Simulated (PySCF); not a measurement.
A structure optimised at PBE-D3(BJ)/def2-SVP, used in a PySCF frequency run:

```
Si
O 1 1.6638
H 2 0.9731 1 116.42
H 1 1.4901 2 106.26 3 180.00
N 1 1.8125 4 111.67 2 126.02
C 5 1.2860 1 103.69 4 113.98
H 6 1.1139 5 122.35 1 -177.82
C 6 1.5362 7 120.12 5 179.99
N 8 1.2860 6 117.52 7 -179.99
H 8 1.1139 9 122.35 1 177.82
```

Problem. Write its SMILES, formula and point group.

Solution. O[SiH]1N=CC=N1, C2H4N2OSi, Cs

Problem. What are its rotational constants (standard atomic weights)?

Solution. 5.9020, 2.7992, 2.1565 GHz
